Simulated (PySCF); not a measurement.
Compound: tetramethylsilane, C4H12Si.
Geometry (GFN2-xTB, Å), atoms numbered from 1 in this order:
```xyz
17
C4H12Si angstrom
C     -0.407   -1.213   -1.419
Si    -0.001   -0.001   -0.002
C      0.008    1.786   -0.675
C     -1.320   -0.155    1.370
C      1.716   -0.416    0.722
H     -1.380   -1.004   -1.853
H     -0.419   -2.242   -1.070
H      0.327   -1.148   -2.217
H      0.242    2.502    0.106
H     -0.958    2.058   -1.089
H      0.746    1.908   -1.462
H     -2.312    0.075    0.994
H     -1.351   -1.160    1.779
H     -1.117    0.526    2.192
H      1.746   -1.426    1.117
H      2.493   -0.337   -0.033
H      1.977    0.259    1.531
```

Theory: PySCF 2.14.0, density-fitted response routines, TDDFT wB97X-D/def2-SVPD, vertical, gas phase, core orbitals frozen in the response.

Transition dipole moments from the ground state, in atomic units and in the frame of the coordinates above (overall signs are arbitrary), for the states with f of 0.002 or more among the lowest 7:

```csv
state,E (eV),μx,μy,μz
S1,8.299,-0.600,-0.297,0.157
S2,8.301,0.334,-0.566,0.204
S3,8.304,0.041,0.256,0.642
S5,9.415,0.291,-0.337,0.259
S6,9.416,-0.401,-0.120,0.296
S7,9.420,-0.133,-0.369,-0.329
```

(1) Work out the oscillator strengths.

(2) What is the point group, and which symmetry does each of these states have?

(3) What peak molar absorption coefficient would the strongest computed level give as a lone Gaussian band 0.4 eV wide at half height?

Answers

(1) f = (2/3) ΔE |μ|² with ΔE in hartree (27.2114 eV).

```csv
state,|μ|² (au),|μ| (D),f
S1,0.473,1.75,0.096
S2,0.473,1.75,0.096
S3,0.479,1.76,0.097
S5,0.265,1.31,0.061
S6,0.263,1.30,0.061
S7,0.262,1.30,0.060
```

(2) Td. Every allowed level is T2, three states with equal energy: S1/S2/S3, S5/S6/S7.

(3) ε(max) = 2.175×10⁸ f / FWHM, with the width in cm⁻¹. S1/S2/S3 (f summed): 2.175×10⁸ × 0.2897 / 3226 ≈ 20000 L mol⁻¹ cm⁻¹.

S1/S2/S3 and S5/S6/S7 coincide within about 0.01 eV; within a degenerate level the directions of the single components are arbitrary.

Hardware: one thread of an x86-64 server, shared host. Cost: 48 s of wall time.

Without π bonds the low states may be Rydberg-like; a valence basis with one diffuse set may place them up to an eV too high.
